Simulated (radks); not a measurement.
Spin polarisation of the 1s1 shell in the beryllium ion Be3+. Start: 1s(up 0.5, down 0.5); electrons of 1s are moved from spin down to spin up, other shells keep equal spins. Calculated with a radial shooting solver on a logarithmic mesh with Libxc functionals: scalar-relativistic Kohn-Sham, PBEsol, spin-polarised, spherical densities, point nucleus.

moment (Bohr magnetons)  E - E(0) (eV)  e(1s up) (eV)  e(1s down) (eV)
0                                0.000        -184.73          -184.73
0.25                            -0.286        -186.82          -182.22
0.5                             -1.163        -188.60          -179.08
0.75                            -2.702        -190.10          -174.76

At moment 0.75 the spin-polarisation energy is -2.702 eV and the 1s exchange splitting 15.345 eV, that is 20.460 eV per Bohr magneton; E = -I m^2/4 would give I = 19.211 eV.
